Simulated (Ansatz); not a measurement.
Species: sum formula BN2H4Cl, net charge 0, singlet state. 
Coordinates optimised at B3LYP-D3(BJ)/def2-TZVP (Ansatz, a quantum-chemistry and plane-wave program):
```
B
N 1 1.4059
H 2 1.0036 1 121.99
H 2 1.0049 3 114.39 1 -180.00
N 1 1.4059 2 124.59 3 -180.00
H 5 1.0036 1 121.99 2 -180.00
H 5 1.0049 6 114.39 1 -180.00
Cl 1 1.8010 2 117.71 3 0.00
```
Charge 0, spin multiplicity 1.

Parts of the frozen-core correlation energy in 6-31G* (Ansatz, hartree). Frozen orbitals: 8; correlated occupied orbitals by spin: 12 and 12; virtual: 52 and 52. No spin-orbit coupling. No relativistic terms.

| term | value |
|---|---|
| reference (HF) | -595.52718 |
| MP2 opposite-spin | ___ |
| MP2 same-spin | -0.13757 |
| CCSD correlation | ___ |
| (T) | ___ |
| T1 diagnostic | 0.011 |
| largest doubles amplitude | 0.040 |

### Question
What belongs in the gaps?

### Answer

- MP2 opposite-spin, value: -0.39347
- CCSD correlation, value: -0.56707
- (T), value: -0.01369
